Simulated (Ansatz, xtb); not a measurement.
# Isomers of C4H6FOP in order of energy

3 gas-phase structures of C4H6FOP, from a drawn sample of its isomers (lower ones may exist). Each was relaxed with GFN2-xTB:

A. `CC1=C(F)[P@]1(C)=O`, a singlet
B. `O=[P@@H]1CCC=C1F`, a singlet
C. `O=[P@@H]1CC=C(F)C1`, a singlet

Task: Make a reasoned guess at their ranking by r2SCAN-D4/def2-SVP single-point energy.

Result: Calculated order at r2SCAN-D4/def2-SVP: C (0.0), B (7.6), A (30.7) kcal/mol.

Energies above the lowest of each column, in kcal/mol; the last columns are at B3LYP-D3(BJ)/def2-SVP geometries and were run for some of them only (a dash: not run or not comparable):

```csv
structure,GFN2-xTB,HF/STO-3G,r2SCAN-D4/def2-SVP,B3LYP-D3(BJ)/def2-SVP,CCSD(T)/def2-SVP + ΔMP2/def2-TZVPP
C,0.0,0.0,0.0,0.0,0.0
B,5.7,4.5,7.6,7.2,6.8
A,52.2,55.1,30.7,–,–
```

Every level run on C puts it lowest or level with the lowest. Some further structures that were screened fall inside this span and aren't listed. Flexible structures stand in one conformer each, not always the lowest. Frequencies (GFN2-xTB) were run for B, C alone. ΔMP2 is the change of the MP2 energy from the smaller to the larger basis.

Programs: Ansatz 0.2.0, xtb 6.7.1.
